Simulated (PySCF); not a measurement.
SMILES [SiH3]S[SiH2]C, PBE0/def2-SVP optimised geometry.

```
12

Si    -1.50     0.29    -3.20
S     -1.68    -1.24    -1.71
Si    -0.87    -0.19     0.00
C      1.00    -0.19     0.00
H     -2.40     1.45    -2.92
H     -0.10     0.80    -3.30
H     -1.89    -0.34    -4.50
H     -1.39     1.22     0.00
H     -1.40    -0.91     1.19
H      1.38     0.32     0.90
H      1.39    -1.22     0.00
H      1.40     0.34    -0.88
```

Density from PySCF with PBE0/def2-TZVP at that geometry.

Minimum of the electron density along straight lines between bonded atoms, close to the bond critical point (lines longer than 1.1 times the sum of covalent radii, or with two minima, are not listed):

```json
[
 {"bond": "Si1–S2", "length / Å": "2.148", "ρ at the minimum / e bohr⁻³": "0.096", "∇²ρ there / e bohr⁻⁵": "0.09", "position (fraction from the first atom)": "0.36"},
 {"bond": "S2–Si3", "length / Å": "2.163", "ρ at the minimum / e bohr⁻³": "0.094", "∇²ρ there / e bohr⁻⁵": "0.09", "position (fraction from the first atom)": "0.64"},
 {"bond": "Si3–C4", "length / Å": "1.873", "ρ at the minimum / e bohr⁻³": "0.122", "∇²ρ there / e bohr⁻⁵": "0.18", "position (fraction from the first atom)": "0.39"},
 {"bond": "Si1–H5", "length / Å": "1.494", "ρ at the minimum / e bohr⁻³": "0.120", "∇²ρ there / e bohr⁻⁵": "0.15", "position (fraction from the first atom)": "0.49"},
 {"bond": "Si1–H6", "length / Å": "1.495", "ρ at the minimum / e bohr⁻³": "0.119", "∇²ρ there / e bohr⁻⁵": "0.15", "position (fraction from the first atom)": "0.49"},
 {"bond": "Si1–H7", "length / Å": "1.490", "ρ at the minimum / e bohr⁻³": "0.121", "∇²ρ there / e bohr⁻⁵": "0.15", "position (fraction from the first atom)": "0.49"},
 {"bond": "Si3–H8", "length / Å": "1.497", "ρ at the minimum / e bohr⁻³": "0.120", "∇²ρ there / e bohr⁻⁵": "0.14", "position (fraction from the first atom)": "0.49"},
 {"bond": "Si3–H9", "length / Å": "1.492", "ρ at the minimum / e bohr⁻³": "0.121", "∇²ρ there / e bohr⁻⁵": "0.15", "position (fraction from the first atom)": "0.49"},
 {"bond": "C4–H10", "length / Å": "1.102", "ρ at the minimum / e bohr⁻³": "0.265", "∇²ρ there / e bohr⁻⁵": "-0.86", "position (fraction from the first atom)": "0.64"},
 {"bond": "C4–H11", "length / Å": "1.100", "ρ at the minimum / e bohr⁻³": "0.267", "∇²ρ there / e bohr⁻⁵": "-0.88", "position (fraction from the first atom)": "0.64"},
 {"bond": "C4–H12", "length / Å": "1.101", "ρ at the minimum / e bohr⁻³": "0.267", "∇²ρ there / e bohr⁻⁵": "-0.88", "position (fraction from the first atom)": "0.64"}
]
```
